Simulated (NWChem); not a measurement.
Correlation energy of F2Mg

```
Mg
F 1 1.7682
F 1 1.7682 2 180.00
```
Charge 0, spin multiplicity 1.

Program: NWChem. The geometry was optimised at PBE/def2-SVP, a minimum by its harmonic frequencies.

Basis set: 3-21G. Each correlation energy counts from its own Hartree-Fock reference.

```json
[
 {"method": "MP2", "correlation energy (mHa)": "-255.2", "difference from CCSD(T)": "+2.8"},
 {"method": "SCS-MP2", "correlation energy (mHa)": "-246.2", "difference from CCSD(T)": "+11.9"},
 {"method": "CCSD", "correlation energy (mHa)": "-254.4", "difference from CCSD(T)": "+3.7"},
 {"method": "CCSD+T(CCSD)", "correlation energy (mHa)": "-259.4", "difference from CCSD(T)": "-1.3"},
 {"method": "CCSD(T)", "correlation energy (mHa)": "-258.1", "difference from CCSD(T)": "0.0"},
 {"method": "CR-CCSD[T]", "correlation energy (mHa)": "-258.8", "difference from CCSD(T)": "-0.8"},
 {"method": "CR-CCSD(T)", "correlation energy (mHa)": "-257.7", "difference from CCSD(T)": "+0.4"},
 {"method": "CCSDT", "correlation energy (mHa)": "-258.1", "difference from CCSD(T)": "0.0"}
]
```

The values span 13.2 mHa, from CCSD+T(CCSD) (lowest) to SCS-MP2 (highest). 

The correlated methods keep 7 core orbitals frozen. The structure started from a generated list of species. Coupled-cluster values serve here as a point of comparison, not as the truth.
